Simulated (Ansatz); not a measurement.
Consider the redistribution: `[SiH3][SnH2][SiH3]` + `BC1C=N1` → `[BH2][SnH2][SiH3]` + `[SiH3]C1C=N1`.

Gas-phase electronic energies from Ansatz, PBE0-D4/def2-TZVP geometries. CCSD(T)/CBS is the MP2 limit (def2-TZVPP, def2-QZVPP) plus CCSD(T) − MP2 in def2-TZVPP, frozen cores. DFT in def2-TZVPP. HSE06 is defined as in plane-wave codes. def2 core potentials past Kr. For Sn outer-core shells are correlated without core-valence functions, which leaves a few kJ/mol of doubt a bond.

(1) Is it downhill or uphill in electronic energy at CCSD(T)/CBS, and by how much? (Estimate.)

(2) What do these levels give: PBE, HSE06, SCS-MP2/def2-QZVPP, HF/CBS(def2), MP2/CBS(def2), CCSD/CBS(def2)? (Best estimate.)

Largest T1 diagnostic among the species: 0.014.

Results:

(1) The calculation gave: Uphill: ΔE = +73.0 kJ/mol.

(2) Computed: PBE 83.3, HSE06 80.9, SCS-MP2/def2-QZVPP 70.7, HF/CBS(def2) 69.2, MP2/CBS(def2) 74.9, CCSD/CBS(def2) 71.4 kJ/mol.

From BLYP to BHLYP (50 % exact exchange), in def2-TZVPP and without D4, ΔE moves by −4.7 kJ/mol. At CCSD(T), def2-SVP lies +3.2 kJ/mol from the extrapolated value and def2-TZVPP −2.0 kJ/mol.
